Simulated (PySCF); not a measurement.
C2H3O2, charge -1, multiplicity 1. Atoms are numbered in the order given.

```xyz
7

C     -1.3166    -0.2708    -0.0168
C      0.2035     0.0359    -0.0012
O      0.9704    -0.9518    -0.0475
O      0.4995     1.2504     0.0653
H     -1.7564     0.0342     0.9464
H     -1.5133    -1.3399    -0.1817
H     -1.8110     0.3269    -0.7985
```
Charge -1, spin multiplicity 1.

The structure is a stationary point at PBE0-D3(BJ)/def2-SVPD. The multiplicity is an assumed one; other spin states were not compared. The isomer is the one that the SMILES or the coordinates give; other isomers of the formula were not compared.

Level of theory: PBE0-D3(BJ)/def2-SVPD (PySCF).

No scaling factor is applied to the harmonic values.

A small imaginary wavenumber (i) marks a very flat motion, where grid noise or a shallow saddle decides the sign.

Question: Give all harmonic wavenumbers and intensities. (An estimate is asked for; the answer gives what the named calculation found.)

Answer: 
```tsv
mode	ν (cm⁻¹)	IR (km/mol)	moving atoms (share of kinetic energy)
1	22i	0.0	H 92 %
2	438	1.7	O 48 %, H 30 %, C 22 %
3	615	5.6	C 44 %, H 40 %, O 16 %
4	638	10.0	O 48 %, C 39 %, H 13 %
5	900	42.8	O 47 %, C 43 %, H 9 %
6	986	6.8	H 65 %, C 26 %, O 9 %
7	1029	3.9	C 52 %, H 44 %
8	1295	3.2	H 75 %, C 22 %
9	1408	253.2	C 44 %, O 39 %, H 17 %
10	1433	51.5	H 81 %, C 12 %
11	1445	5.8	H 94 %
12	1719	715.9	C 70 %, O 28 %
13	3027	44.1	H 97 %
14	3117	41.5	H 91 %, C 9 %
15	3133	50.4	H 90 %, C 10 %
```
